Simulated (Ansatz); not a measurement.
Born–Oppenheimer molecular dynamics of H₆O₃SSi (11 atoms, charge 0, multiplicity 1). It starts at the highest image of a converged band. Of that band: The profile has 2 maxima (images 4, 8) with wells between them (image 7): this band takes more than one step, which may be the mechanism or a detour left from its start path. Neighbouring images differ by up to 1.7 eV, so the band resolves the path poorly. A vibrational analysis at the climbing image gives one clearly imaginary mode, 1094i cm⁻¹: a first-order saddle point.

All numbers below come from RKS B3LYP-D4/def2-SVP in Ansatz 0.2.0.

* ensemble: NVE (velocity Verlet)
* time step: 0.5 fs
* steps asked: 200
* starting velocities drawn for: 300 K
* seed: 10667

First frame:

```xyz
11
Properties=species:S:1:pos:R:3
Si 0.213 0.222 0.064
H -0.136 -0.088 1.740
O 1.704 -0.156 -0.557
H 1.699 -1.055 -0.920
O -0.890 1.274 -0.597
H -1.573 0.804 -1.094
O -0.500 -1.292 -0.228
H -1.292 -1.518 0.274
S 1.171 2.120 1.186
H 2.362 1.513 1.394
H 0.332 0.775 1.840
```

Q: How far do the bonds stretch over the last three quarters of this one trajectory? (Pairs bonded in most of those frames.)

A: 
```csv
bond,mean (Å),spread (Å),shortest,longest
Si1–H2,1.488,0.054,1.41,1.57
Si1–O3,1.672,0.020,1.64,1.72
Si1–O5,1.659,0.020,1.62,1.69
Si1–O7,1.671,0.033,1.62,1.73
O3–H4,0.969,0.008,0.95,0.98
O5–H6,0.969,0.040,0.91,1.03
O7–H8,0.967,0.025,0.93,1.01
S9–H10,1.359,0.008,1.35,1.38
S9–H11,1.378,0.071,1.27,1.49
```

Mean temperature of the second half: 1545 K. The conserved energy stayed within 0.41 meV per atom of its start (net change 0.04 meV per atom), so the integration is sound. The system heated up, since it started high on the potential surface and ran downhill. A run of 0.1 ps of so small a system gives no equilibrium averages. The orbitals stay closed-shell, which can raise the energy where a bond breaks towards radicals; this wasn't checked here.

Time of the run: 8.4 min on 4 threads of Arm Neoverse N1, with other jobs on the host, peak memory 0.25 GiB.
